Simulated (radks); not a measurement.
Excited configurations of W: one electron is placed in a higher orbital outside [Xe] 4f14 5d4 6s1. The ground configuration is [Xe] 4f14 5d4 6s2. Calculated with a radial shooting solver on a logarithmic mesh with Libxc functionals: scalar-relativistic Kohn-Sham, LDA (Slater exchange, Perdew-Wang correlation), spin-polarised, spherical densities, finite nucleus; open shells are filled with parallel spins first (spin-orbit coupling, left out, can overturn this in heavy ions); Fermi nuclear charge, rms radius 5.3658 fm. Excitation = E - E(ground); binding = E(ion) - E, where the ion is the core of charge +1; n* = 1/sqrt(2 binding) in atomic units, and the quantum defect is n - n*.

| outer orbital | excitation (eV) | binding (eV) | n* | quantum defect | eigenvalue (eV) | <r> (bohr) |
|---|---|---|---|---|---|---|
| 5f | 7.016 | 0.943 | 3.799 | 1.201 | -0.461 | 16.78 |
| 6p | 2.971 | 4.987 | 1.652 | 4.348 | -2.620 | 4.292 |
| 6d | 6.289 | 1.669 | 2.855 | 3.145 | -0.786 | 9.837 |
| 6f | 7.309 | 0.650 | 4.576 | 1.424 | -0.382 | 28.54 |
| 7s | 5.292 | 2.666 | 2.259 | 4.741 | -1.612 | 8.246 |
| 7p | 6.097 | 1.861 | 2.704 | 4.296 | -1.100 | 10.98 |
| 7f | 7.488 | 0.470 | 5.381 | 1.619 | -0.298 | 42.89 |

Estimate the row for 7d.

Answer. excitation (eV) 6.938; binding (eV) 1.020; n* 3.653; quantum defect 3.347; eigenvalue (eV) -0.592; <r> (bohr) 19.05. The Delta-SCF ionisation energy is 7.958 eV (NIST Atomic Spectra Database: 7.864 eV, measured). Self-interaction in the functional shifts the binding energies and quantum defects, so they are the method's values and not measured ones. Open shells are spherical and high-spin; term and fine-structure splittings are not resolved. Spin-orbit splitting is averaged out at the scalar-relativistic level.
